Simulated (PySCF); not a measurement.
Predicted microwave data (PBE0/def2-SVPD in PySCF (dipole) on a GFN2-xTB geometry, gas phase) for one isomer of C7H6N2O:

| Property | Result |
| --- | --- |
| Rotational constants | A = 1941, B = 1191, C = 783.3 MHz |
| Dipole components | \|μa\| = 5.17 D, \|μb\| = 1.65 D, \|μc\| = 0.00 D |
| Inertial defect | -39.51 u·Å² |
| κ | -0.30 |

Question: Which structure is it? (One computed conformer of each.)
A. `[N:1]#[C:2][c:3]1[n:4][o:5][cH:6][c:7]1[CH:8]1[CH2:9][CH2:10]1` with C6–C7–C8–C9 -36°
B. `o1c2c(cc1N)ccnc2`
C. `[CH2:1]=[C:2]([C:3]#[C:4][C:5]#[N:6])[NH:7][C:8]([CH3:9])=[O:10]` with C1–C2–N7–C8 180°, C2–N7–C8–C9 180°

Answer: A. It is N#Cc1nocc1C1CC1, an asymmetric top, point group Cs. The candidates at the same level (rigid rotor, commonest isotopes):

| SMILES | A (MHz) | B (MHz) | C (MHz) | μa (D) | μb (D) | μc (D) | Δ (u·Å²) | point group | rotor |
| --- | --- | --- | --- | --- | --- | --- | --- | --- | --- |
| Nc1cc2ccncc2o1 | 4028 | 1035 | 823.6 | 4.68 | 1.47 | 0.82 | -0.34 | near Cs | asymmetric top |
| N#Cc1nocc1C1CC1 | 1941 | 1191 | 783.3 | 5.17 | 1.65 | 0.00 | -39.51 | Cs | asymmetric top |
| C=C(C#CC#N)NC(C)=O | 2256 | 765.7 | 573.7 | 7.42 | 3.73 | 0.00 | -3.16 | Cs | asymmetric top |

`C=C(C#CC#N)NC(C)=O` has B 36 % too low; `Nc1cc2ccncc2o1` has A 107 % too high. In the right answer the mirror of this Cs structure is the ab plane, so μc vanishes by symmetry (the 0.01 D computed is a residue). No structure here is proved a minimum.
